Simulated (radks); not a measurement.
Results of a calculation; reference values are marked as such.
Species: S. Configuration: [Ne] 3s2 3p4.

Code: a radial shooting solver on a logarithmic mesh with Libxc functionals. Model: non-relativistic Kohn-Sham, PBE, spin-polarised, spherical densities, point nucleus; open shells are filled with parallel spins first.

Energy parts (eV):
total: -10828.663
kinetic: 10814.722
electron-nucleus: -25766.480
Hartree: 4814.766
exchange-correlation: -691.671

Orbitals (lengths in bohr, moments of r in powers of bohr; <r^-3> diverges for s and p1/2):
1s up: occ. 1; eigenvalue (eV) -2397.490
1s down: occ. 1; eigenvalue (eV) -2397.233
2s up: occ. 1; eigenvalue (eV) -210.3661
2s down: occ. 1; eigenvalue (eV) -210.1197
2p up: occ. 3; eigenvalue (eV) -156.4767; <r^-3> 80.37
2p down: occ. 3; eigenvalue (eV) -156.1313; <r^-3> 80.30
3s up: occ. 1; eigenvalue (eV) -17.8883
3s down: occ. 1; eigenvalue (eV) -16.0156
3p up: occ. 3; eigenvalue (eV) -7.7017; <r^-3> 5.471
3p down: occ. 1; eigenvalue (eV) -5.9907; <r^-3> 5.243

The highest occupied level is 3p down at -5.991 eV. The spin density at the nucleus is -0.0949 e/bohr^3 (1s -0.1647, 2s 0.0867, 3s -0.0169), a Fermi contact field of -4.97 T.
